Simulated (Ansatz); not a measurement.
Harmonic frequencies (cm⁻¹) at PBE0-D4/def2-TZVP from Ansatz: 55, 56, 68, 84, 85, 138, 138, 186, 220, 238, 238, 397, 402, 403, 663, 2418, 2418, 2418.

Each molecule was computed in one conformer, which needn't be the lowest.

Which molecule is it?
A. `C#[C][Hf]([F])([Cl])[Cl]`
B. `[F][Hf]([F])([F])[SeH]`
C. `[F][Hf]([SeH])([SeH])[SeH]`
D. `[NH2][Hf]([OH])([OH])[OH]`

C.
